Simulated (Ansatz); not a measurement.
Harmonic frequencies (cm⁻¹) at PBE0-D4/def2-TZVP from Ansatz: 81, 286, 312, 673, 709, 739, 808, 938, 942, 972, 973, 1018, 1173, 1278, 1410, 2221, 2225, 2266, 2569, 2651, 3590.

**Question.** Which molecule is it?
A. `BNC=C`
B. `B[SiH2]N`
C. `BN[SiH3]`
D. `BN[SiH2]Cl`

**Answer.** C.
